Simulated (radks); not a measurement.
Question: Cu15+, configuration [Ne] 3s2 3p2. All-electron calculation, Dirac Kohn-Sham, relativistic LDA (MacDonald-Vosko exchange, VWN5 correlation), spin-unpolarised, spherical densities, finite nucleus; open shells fill j = l - 1/2 first; Fermi nuclear charge, rms radius 3.8823 fm. Program: a radial shooting solver on a logarithmic mesh with Libxc functionals. Some entries of the table are withheld. Estimate them.

orbital  occ.  eigenvalue (eV)  r(max) (bohr)  <r> (bohr)
1s1/2       2        -9332.936        0.03423         (1)
2s1/2       2        -1571.258         0.1965         (2)
2p1/2       2        -1445.777            (3)      0.2022
2p3/2       4        -1425.038            (4)      0.2054
3s1/2       2        -538.9236         0.5621         (5)
3p1/2       2        -498.5144            (6)      0.5928
3p3/2       0        -494.2587            (7)      0.5980

Answer: 
(1) 1s1/2 <r> (bohr): 0.05230
(2) 2s1/2 <r> (bohr): 0.2334
(3) 2p1/2 r(max) (bohr): 0.1557
(4) 2p3/2 r(max) (bohr): 0.1584
(5) 3s1/2 <r> (bohr): 0.6045
(6) 3p1/2 r(max) (bohr): 0.5456
(7) 3p3/2 r(max) (bohr): 0.5509
